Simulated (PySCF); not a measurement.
C₇H₄F₆Si, SMILES FC(F)(F)c1ccccc1[Si](F)(F)F, singlet (GFN2-xTB optimised geometry):

```
18

F     -1.154    -2.564     0.777
C     -1.694    -1.637    -0.032
F     -2.975    -1.515     0.342
F     -1.713    -2.174    -1.265
C     -0.947    -0.333     0.000
C     -1.671     0.850    -0.009
C     -1.008     2.064    -0.006
C      0.376     2.090    -0.001
C      1.093     0.907     0.000
C      0.451    -0.333     0.000
Si     1.496    -1.887     0.007
F      1.664    -2.569     1.426
F      2.975    -1.503    -0.428
F      1.075    -3.033    -0.997
H     -2.750     0.817    -0.013
H     -1.572     2.984    -0.010
H      0.900     3.033    -0.001
H      2.171     0.938    -0.002
```

Computed with PBE/def2-SVP (PySCF).

Question: What are the frontier orbital energies and the dipole moment?

Answer: HOMO-2 -8.57 eV, HOMO-1 -7.38 eV, HOMO -7.29 eV, LUMO -2.52 eV, LUMO+1 -2.06 eV; dipole moment 4.43 D.

Meta-Löwdin charges at PBE/def2-SVP: F1 -0.23, C2 0.69, F3 -0.24, F4 -0.24, C5 -0.02, C6 -0.10, C7 -0.08, C8 -0.09, C9 -0.08, C10 -0.25, Si11 1.45, F12 -0.43, F13 -0.44, F14 -0.42, H15 0.12, H16 0.12, H17 0.12, H18 0.12.
